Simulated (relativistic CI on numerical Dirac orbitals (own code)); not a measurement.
# As²⁴⁺: computed level list

These numbers are calculated, not measured: Dirac-Coulomb-Breit CI, orbitals from a KLI potential per configuration, model QED, unscaled Slater integrals (own radial code, finite nucleus).

Configuration list (outside the closed core 1s2): 2s2.2p5, 2s.2p6, 2p6.3s, 2p6.3p, 2p6.3d, 2s2.2p4.3s, 2s2.2p4.3p, 2s2.2p4.3d, 2s.2p5.3s, 2s.2p5.3p, 2s.2p5.3d, 2s2.2p4.4s, 2s2.2p4.4p, 2s2.2p4.4d, 2s2.2p4.4f, 2s.2p5.4s. Levels of other configurations are missing.

The lowest level is 2s2.2p5 2P°_3/2, with 100 % of that term; Hund's rules for 2s2.2p5 give 2P° with J = 3/2, in agreement.

```tsv
No.	Configuration	Term	J	E (10³ cm⁻¹)	%	Landé g
1	2s2.2p5	2P°	3/2	0.0	100	1.328
2	2s2.2p5	2P°	1/2	302.3	100	0.658
3	2s.2p6	2S	1/2	1618.5	100	1.994
4	2p4(3P).3s	4P	5/2	11256.1	83	1.528
5	2p4(3P).3s	2P	3/2	11293.4	61	1.293
6	2p4(3P).3s	4P	1/2	11403.0	47	2.162
7	2p4(3P).3s	4P	3/2	11542.1	80	1.644
8	2p4(3P).3s	2P	1/2	11571.6	71	1.217
9	2p4(3P).3p	4P°	3/2	11603.1	46	1.571
10	2p4(3P).3p	4P°	5/2	11617.0	34	1.356
11	2p4(1D).3s	2D	5/2	11643.9	83	1.262
12	2p4(1D).3s	2D	3/2	11654.1	78	0.912
13	2p4(3P).3p	2P°	1/2	11679.2	59	1.337
14	2p4(3P).3p	2D°	5/2	11685.2	53	1.303
15	2p4(3P).3p	4D°	7/2	11691.1	81	1.372
16	2p4(3P).3p	4D°	1/2	11761.8	41	0.680
17	2p4(3P).3p	2D°	3/2	11799.0	35	1.365
18	2p4(3P).3p	4D°	3/2	11839.7	46	1.319
19	2p4(3P).3p	4P°	1/2	11878.5	62	2.033
20	2p4(3P).3p	2P°	3/2	11918.3	46	1.286
21	2p4(3P).3p	4D°	5/2	11965.0	58	1.385
22	2p4(3P).3p	2S°	1/2	11988.8	36	1.240
23	2p4(1S).3s	2S	1/2	11991.8	56	1.947
24	2p4(1D).3p	2F°	5/2	11993.1	67	0.980
25	2p4(3P).3p	2D°	3/2	11994.5	55	1.285
26	2p4(1D).3p	2F°	7/2	12064.8	81	1.191
27	2p4(1D).3p	2D°	3/2	12072.5	53	1.094
28	2p4(1D).3p	2D°	5/2	12099.4	80	1.183
29	2p4(3P).3d	4D	5/2	12115.9	61	1.302
30	2p4(3P).3p	2P°	3/2	12119.1	74	1.259
31	2p4(3P).3d	4D	3/2	12119.8	47	1.222
32	2p4(3P).3d	4D	7/2	12123.0	61	1.337
33	2p4(1D).3d	2P	1/2	12132.5	44	1.027
34	2p4(3P).3d	4F	9/2	12149.9	81	1.287
35	2p4(3P).3d	2F	7/2	12159.0	61	1.109
36	2p4(3P).3d	4P	1/2	12193.3	49	1.876
37	2p4(1D).3p	2P°	1/2	12207.6	81	0.681
38	2p4(3P).3d	2D	3/2	12221.0	47	1.221
39	2p4(3P).3d	2F	5/2	12245.5	36	1.169
40	2p4(3P).3d	4F	3/2	12291.2	43	0.743
41	2p4(3P).3d	4F	5/2	12308.7	37	1.170
42	2p4(3P).3d	4D	1/2	12385.8	70	0.312
43	2p4(1S).3p	2P°	1/2	12412.6	80	0.664
44	2p4(3P).3d	4D	3/2	12416.9	38	1.117
45	2p4(1S).3p	2P°	3/2	12420.3	59	1.322
```

Energies count from the lowest computed level; ° marks odd parity. Percentages are summed over parent terms; the parents shown are those of the largest component, closed shells are left out there.

The mean weight of the leading LS term, summed over parents, in these 45 levels is 61 %, and that of the leading jj configuration (from the same eigenvectors) 88 %, so jj coupling describes them better and the LS labels are nominal.

At this charge energies of transitions that change n are usually good to better than 1 %, and those within a shell (Δn = 0) to a few per cent.

LS names give the leading component of a level, which can be under half, so a name can repeat, a term be missing and a line seem to break the LS rules.
